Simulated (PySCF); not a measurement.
# Excitation energy of P by level of theory

P [Ne] 3s2 3p3 (4S) → P [Ne] 3s2 3p2 3d1 (high-spin determinant), as a difference of total energies. Calculation: PySCF 2.14, in aug-cc-pV(T+d)Z (6s5p4d2f, 55 functions); no relativity, point nucleus. Correlated levels: valence: [Ne] frozen. The calculations carry no spin-orbit coupling.

| method | excitation energy (eV) |
| --- | --- |
| UHF | 9.333 |
| LDA | 8.799 |
| PBE | 8.728 |
| PBE0 | 8.977 |
| r2SCAN | 9.171 |
| revPBE | 8.718 |
| TPSS | 8.894 |
| CAM-B3LYP | 9.061 |
| r2SCAN0 | 9.255 |
| MP2 (valence) | 9.380 |
| SCS-MP2 (valence) | 9.322 |

Problem. How much does correlation contribute at MP2 (valence)?

Solution. 9.380 − (9.333) = 0.047 eV, measured against UHF.

A first-order spin-orbit estimate (lowest level to lowest level, LS coupling) adds -0.021 eV.

The promoted electron is Rydberg-like, and one or two diffuse shells describe it only roughly, which tends to raise the upper state.

In the upper state the promoted electron has a positive orbital energy at LDA, PBE, PBE0, r2SCAN, revPBE, TPSS, r2SCAN0, so the basis confines it.

The determinant of the upper state mixes LS terms, which raises its energy above the lowest term, most at the Hartree-Fock and MP2 levels.
